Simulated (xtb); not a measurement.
I₄Zr, triplet, at a GFN2-xTB geometry (such geometries of metal compounds can be far from the true shape) (the multiplicity is a formal guess). Base run: GFN0-xTB (xtb).

Input for xtb:
```
$ xtb mol.xyz --gfn 0 --uhf 2 --json

# file mol.xyz
5

Zr    -0.00000000    -0.00000000    -0.00000000
I      2.22836995    -0.66220960    -1.64287282
I      0.88226637     0.41136459     2.67498982
I     -1.22200803     2.37986734    -0.97268345
I     -1.88862829    -2.12902234    -0.05943355
```

Each row names what was changed in the base input (with any setting that the change needs).

```
change         ΔE vs base (kcal/mol)
-------------  ---------------------
base                           0.000
file = coord                   0.000
etemp = 10000                 -122.2
acc = 0.1                      0.000
```
